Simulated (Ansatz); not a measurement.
One change: `[CH3][Nb](=[O])([OH])[OH]` becomes `[CH3][Ta](=[O])([OH])[OH]`.

Ansatz, PBE0-D4/def2-TZVP geometries, multiplicity 1. Each molecule was computed in one conformer, which needn't be the lowest.

Elements past krypton have def2 core potentials.

| property | `[CH3][Nb](=[O])([OH])[OH]` |
| --- | --- |
| HOMO energy (PBE0/def2-TZVPP) / eV | -8.12 |
| LUMO energy (ωB97M-V/def2-TZVPP) / eV | 0.78 |
| HOMO–LUMO gap (PBE/def2-TZVPP) / eV | 4.66 |
| LUMO energy (PBE0/def2-TZVPP) / eV | -1.18 |
| LUMO energy (B3LYP/def2-TZVPP) / eV | -1.45 |
| ideal-gas entropy at 298 K and 1 bar (rigid rotor, harmonic PBE0-D4/def2-TZVP) / J/(mol·K) | 367 |

(1) Give the same properties after the change, and the shifts. (Estimate.)

Results:

(1) The calculation gave: 
| property | `[CH3][Ta](=[O])([OH])[OH]` | shift |
| --- | --- | --- |
| HOMO energy (PBE0/def2-TZVPP) / eV | -8.32 | -0.20 |
| LUMO energy (ωB97M-V/def2-TZVPP) / eV | 1.02 | 0.24 |
| HOMO–LUMO gap (PBE/def2-TZVPP) / eV | 5.36 | 0.70 |
| LUMO energy (PBE0/def2-TZVPP) / eV | -0.65 | 0.53 |
| LUMO energy (B3LYP/def2-TZVPP) / eV | -0.92 | 0.53 |
| ideal-gas entropy at 298 K and 1 bar (rigid rotor, harmonic PBE0-D4/def2-TZVP) / J/(mol·K) | 373 | 6 |

With PBE0 the HOMO falls by 0.20 eV and the LUMO rises by 0.53 eV, so the gap widens by about 0.73 eV. PBE moves the HOMO by -0.19 eV and ωB97M-V by -0.21 eV.

B3LYP here is the variant with VWN-RPA as its local correlation; programs differ in this.
